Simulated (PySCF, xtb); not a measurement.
H2Se, SMILES [SeH2].

Harmonic wavenumbers (cm⁻¹) from GFN2-xTB (xtb) at its own minimum, in rising order: 988, 2094, 2121.

Task: What does PBE-D3(BJ)/def2-TZVPD run with PySCF give at its own minimum? (Estimate from the structure and the level; the computed values follow.)

Result: 1020, 2362, 2377. Paired by order, the mean absolute difference is 185 cm⁻¹ and the zero-point energies are 7.4 and 8.2 kcal/mol.
